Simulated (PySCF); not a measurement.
HF$_{2}$GaS (SMILES [F][Ga]([F])[SH]), singlet, at a GFN2-xTB geometry (such geometries of metal compounds can be far from the true shape). Base run: PBE0/cc-pVDZ (PySCF).

Input for PySCF:
```python
from pyscf import gto, scf, dft, solvent

mol = gto.M(
    atom='''
Ga   -0.238898    0.163125   -0.111972
F    -1.857512   -0.103443   -0.721646
F     0.218238    1.865589   -0.116494
S     1.253362   -1.289280    0.634526
H     2.105502   -0.287696    0.861967
''',
    basis='cc-pvdz',
    charge=0,
    spin=0,
    verbose=4,
)

mf = dft.RKS(mol)
mf.xc = 'pbe0'
mf.kernel()
```

The base run was repeated with changes; each row names its change, and settings that it needs were set with it.

```tsv
change	ΔE vs base (kcal/mol)	dipole (D)	HOMO-LUMO gap (eV)
base	0.000	2.18	6.63
model = IEF-PCM; solvent = toluene; vdw_scale = 1.1	-5.55	2.36	6.61
model = IEF-PCM; solvent = toluene; vdw_scale = 1.0	-8.53	2.37	6.63
model = IEF-PCM; solvent = toluene; lebedev_order = 11	-3.71	2.35	6.59
model = IEF-PCM; solvent = toluene	-3.75	2.35	6.59
model = IEF-PCM; solvent = acetonitrile	-7.72	2.48	6.57
model = SS(V)PE; solvent = toluene	-3.72	2.35	6.59
model = IEF-PCM; solvent = dichloromethane	-6.72	2.45	6.57
model = IEF-PCM; solvent = toluene; lebedev_order = 41	-3.74	2.35	6.59
model = IEF-PCM; solvent = toluene; r_probe = 0.5	___	___	6.59
model = C-PCM; solvent = toluene	___	2.35	___
model = IEF-PCM; solvent = toluene; vdw_scale = 1.4	___	___	___
```

**Question.** Complete the blanks.

**Answer.** 
- model = IEF-PCM; solvent = toluene; r_probe = 0.5, ΔE vs base (kcal/mol): -1.35
- model = IEF-PCM; solvent = toluene; r_probe = 0.5, dipole (D): 2.30
- model = C-PCM; solvent = toluene, ΔE vs base (kcal/mol): -4.49
- model = C-PCM; solvent = toluene, HOMO-LUMO gap (eV): 6.60
- model = IEF-PCM; solvent = toluene; vdw_scale = 1.4, ΔE vs base (kcal/mol): -1.88
- model = IEF-PCM; solvent = toluene; vdw_scale = 1.4, dipole (D): 2.33
- model = IEF-PCM; solvent = toluene; vdw_scale = 1.4, HOMO-LUMO gap (eV): 6.58

The base is the gas phase, so ΔE is the electrostatic part of solvation at a fixed geometry, without cavity and dispersion terms.
